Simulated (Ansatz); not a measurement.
Basis sets compared for N-butyl-N-methylpyrrolidinium iodide, `CCCC[N+]1(C)CCCC1.[I-]`. Total charge 0; singlet. Geometry PBE0-D4/def2-SVP. Ansatz on 4 threads of Arm Neoverse V1 on a shared host; times are rough, and most runs start from earlier orbitals.

```xyz
31

C     3.7376    1.8031   -0.7731
C     2.3978    1.3015   -1.2848
C     1.5319    0.6955   -0.1841
C     0.2448    0.1632   -0.7729
N    -0.7367   -0.4023    0.2141
C    -0.1064   -1.4859    1.0224
C    -1.9239   -0.9604   -0.5294
C    -3.0260   -1.0555    0.5147
C    -2.6714    0.0077    1.5786
C    -1.3595    0.6281    1.1008
H     3.6112    2.5806   -0.0009
H     4.3382    2.2369   -1.5868
H     4.3257    0.9842   -0.3278
H     1.8488    2.1286   -1.7702
H     2.5552    0.5384   -2.0665
H     1.3422    1.4546    0.5973
H     2.0972   -0.1250    0.2868
H     0.4550   -0.6717   -1.4733
H    -0.2989    0.9538   -1.3134
H     0.3075   -2.2297    0.3128
H    -0.8705   -1.9527    1.6538
H     0.6766   -1.0509    1.6529
H    -2.1647   -0.2226   -1.3080
H    -1.6042   -1.8948   -1.0279
H    -3.0687   -2.0616    0.9557
H    -4.0054   -0.8765    0.0513
H    -3.4428    0.7840    1.6742
H    -2.5567   -0.4454    2.5735
H    -0.6604    0.9012    1.9012
H    -1.5348    1.5145    0.4742
I     0.5613   -3.2409   -2.1453
```

In the def2 sets I takes a core potential; there is no spin–orbit coupling.

Binding counts from free atoms (C triplet, N quartet, H doublet, I doublet) in the same basis, without a counterpoise term.

```json
{"level": "PBE-D4/def2-SVP", "functions": "266", "energy (Eh)": "-706.5890", "HOMO (eV)": "-3.57", "LUMO (eV)": "-0.51", "binding per atom (eV)": "4.15", "wall time": "7 s"}
{"level": "PBE0-D4/def2-SVP", "functions": "266", "energy (Eh)": "-706.6987", "HOMO (eV)": "-4.63", "LUMO (eV)": "0.34", "binding per atom (eV)": "4.11", "wall time": "12 s"}
```

Q: Estimate the rows for PBE-D4/def2-TZVP (with forces), PBE0-D4/def2-TZVP.

A: 
| level | functions | energy (Eh) | HOMO (eV) | LUMO (eV) | binding per atom (eV) | wall time |
| --- | --- | --- | --- | --- | --- | --- |
| PBE-D4/def2-TZVP (with forces) | 480 | -707.0412 | -3.88 | -0.89 | 4.11 | 16 s |
| PBE0-D4/def2-TZVP | 480 | -707.1396 | -4.89 | -0.09 | 4.07 | 31 s |
